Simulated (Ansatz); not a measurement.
Computed with Ansatz on PBE0-D4/def2-TZVP structures; ΔE is electronic, products minus reactants. CCSD(T)/CBS is the MP2 limit (def2-TZVPP, def2-QZVPP) plus CCSD(T) − MP2 in def2-TZVPP, frozen cores. This one scheme is used for every species. Functionals use def2-TZVPP. For Ga outer-core shells are correlated without core-valence functions, which leaves a few kJ/mol of doubt a bond. Scalar relativity is left out up to krypton. One conformer a species, not always the lowest.

Reaction (ligand exchange at a Ga–C bond): `C[O][GaH][CH3]` + CH₃OH → `C[O][GaH][O]C` + CH₄

Is it downhill or uphill in electronic energy at CCSD(T)/CBS, and by how much? (Estimate.)

Ansatz gave: Downhill: ΔE = -16.9 kcal/mol.

What do these levels give: LDA (SPW92), ωB97M-V, CAM-B3LYP, MP2/def2-SVP, SCS-MP2/def2-QZVPP, HF/CBS(def2)? (Estimate.)

The calculation gave: LDA (SPW92) -16.0, ωB97M-V -16.8, CAM-B3LYP -18.3, MP2/def2-SVP -21.8, SCS-MP2/def2-QZVPP -18.5, HF/CBS(def2) -19.7 kcal/mol.

Largest T1 diagnostic among the species: 0.014.

At CCSD(T), def2-SVP lies −4.4 kcal/mol from the extrapolated value and def2-TZVPP −1.1 kcal/mol. From r2SCAN to r2SCAN0 (25 % exact exchange), in def2-TZVPP and without D4, ΔE moves by +0.8 kcal/mol. Leaving LDA and LC-ωPBE aside and taking each functional with its dispersion term where it has one, the values, not all of them listed here, spread over 2.7 kcal/mol, from B97M-V to PBE0-D4.
